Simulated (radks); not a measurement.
The numbers below are computed, except where a source is named.
The nitrogen anion N3-, [Ne], held by a Watson sphere: a shell of charge +3 at radius R that stands for the Madelung well of a crystal (potential energy -3/R inside, -3/r outside, in hartree with lengths in bohr). Code: a radial shooting solver on a logarithmic mesh with Libxc functionals. Model: non-relativistic Kohn-Sham, PBE, spin-polarised, spherical densities, point nucleus. Response by self-consistent Sternheimer equations with the Hartree and adiabatic LDA kernel. The sphere does not respond.

| R (bohr) | e(1s) (eV) | e(2s) (eV) | e(2p) (eV) | <r> 2p (bohr) | sum of <r^2> (bohr^2) | X-ray form factor at sin(theta)/lambda = 0.1 1/angstrom | alpha (bohr^3) |
|---|---|---|---|---|---|---|---|
| 1.65 | -376.73 | -20.398 | -8.813 | 1.602 | 24.45 | 8.437 | 13.72 |
| 2.34 | -378.12 | -16.966 | -6.404 | 1.891 | 33.63 | 7.985 | 30.62 |
| 2.42 | -378.20 | -16.664 | -6.175 | 1.923 | 34.76 | 7.936 | 33.53 |
| 2.55 | -378.30 | -16.211 | -5.825 | 1.976 | 36.64 | 7.856 | 38.79 |
| 2.99 | -378.47 | -15.002 | -4.826 | 2.153 | 43.42 | 7.600 | 62.67 |
| 3.37 | -378.50 | -14.281 | -4.165 | 2.306 | 49.86 | 7.394 | 92.75 |
| 3.55 | -378.49 | -14.021 | -3.906 | 2.378 | 53.12 | 7.303 | 110.7 |
| 3.93 | -378.47 | -13.602 | -3.450 | 2.530 | 60.50 | 7.122 | 157.9 |
| 3.94 | -378.46 | -13.593 | -3.439 | 2.534 | 60.70 | 7.118 | 159.3 |
